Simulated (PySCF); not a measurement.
Compound: C₂H₆OSi.
SMILES with atom numbers: `[CH2:1]1[O:2][CH2:3][SiH2:4]1`

NICS = −σ at a ghost point: NICS(0) at the centroid of the ring atoms, NICS(1) 1 Å to either side along the normal of their mean plane, zz for the tensor component along that normal. Level: GIAO PBE0/pcSseg-1 (PySCF, non-relativistic, gas phase) on the GFN2-xTB geometry, one conformer.

Ring bond lengths (Å), with Mayer bond orders in brackets: C1–O2 1.436 (0.91), O2–C3 1.436 (0.91), C3–Si4 1.919 (0.94), Si4–C1 1.919 (0.94).

Q: Give the NICS values of each ring in ppm.

A: 
| ring | type | NICS(0) | NICS(1), two faces | NICS(1)zz, two faces | rms pucker (Å) | centre to ring atoms, mean (Å) |
| --- | --- | --- | --- | --- | --- | --- |
| C1–O2–C3–Si4 | 4-membered ring with O and Si; formal bonds all single | 3.1 | 1.6 / 1.6 | 6.8 / 6.8 | 0.00 | 1.18 |

Q: What do they say, and how far can they be read as aromaticity?

A: 
- C1–O2–C3–Si4: mean NICS(1)zz 6.8 ppm, deshielded. C1, C3, Si4 have four or more neighbours, and the NICS criterion for π rings isn't applied.

Q: What is the mean of the two in-plane components of NICS at the first NICS(1) probe listed for ring C1–O2–C3–Si4, 1 Å off the ring?

A: The isotropic value is a third of the trace: (3 × 1.6 − (6.8))/2 = -1.0 ppm.

Q: List the ring angles and the Hirshfeld charges of the ring atoms.

A: 
- C1–O2–C3–Si4: C1 92.7° (-0.091 e), O2 102.9° (-0.172 e), C3 92.7° (-0.091 e), Si4 71.6° (+0.355 e); sum 360.0° against 360° for a flat convex ring.

Q: How shielded are the nuclei of the rings and their hydrogens (means over atoms taken as equivalent)?

A: 
```tsv
atoms	environment	σ isotropic (ppm)
C1 (×2)	sp3 carbon bound to oxygen	121.4
O2	cyclic ether oxygen	314.3
Si4	SiH2 silicon	373.9
H on C1 (×4)	methylene hydrogen	27.02
H on Si4 (×2)	Si–H hydrogen	26.46
```
